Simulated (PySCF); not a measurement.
Si(CF3)(F)(H)2 (CH2F4Si), SMILES F[SiH2]C(F)(F)F. Atoms are numbered in the order given.

```xyz
8

Si     0.6017    -1.0915     0.0000
F     -0.6850    -2.0741     0.0000
C     -0.0381     0.7246     0.0000
F     -0.7750     1.0097    -1.0792
F     -0.7750     1.0097     1.0792
F      1.0166     1.5586     0.0000
H      1.3851    -1.3007    -1.2414
H      1.3851    -1.3007     1.2414
```

The structure is a stationary point at PBE0-D3(BJ)/def2-SVP.

These are PBE0-D3(BJ)/def2-SVP run with PySCF values and carry that method's errors.

Frequencies are harmonic and unscaled.

Computed normal modes with their intensities:
```csv
mode,ν (cm⁻¹),IR (km/mol),moving atoms (share of kinetic energy)
1,66,2.9,"F 71 %, Si 16 %, H 13 %"
2,129,4.9,F 92 %
3,209,0.6,"F 67 %, H 17 %, Si 8 %"
4,283,1.2,"F 79 %, Si 13 %"
5,424,37.7,"Si 57 %, F 36 %"
6,506,13.9,"F 79 %, H 14 %"
7,538,4.3,"F 89 %, C 8 %"
8,640,60.2,"H 58 %, F 22 %, Si 18 %"
9,731,14.0,H 91 %
10,759,6.1,"F 84 %, C 12 %"
11,870,41.9,"H 54 %, F 36 %, Si 10 %"
12,919,209.3,"H 66 %, Si 16 %, F 16 %"
13,962,167.0,"H 62 %, Si 25 %, F 13 %"
14,1184,239.6,"C 72 %, F 27 %"
15,1205,211.9,"C 73 %, F 27 %"
16,1274,129.7,"C 75 %, F 21 %"
17,2293,48.7,H 98 %
18,2310,106.5,H 95 %
```
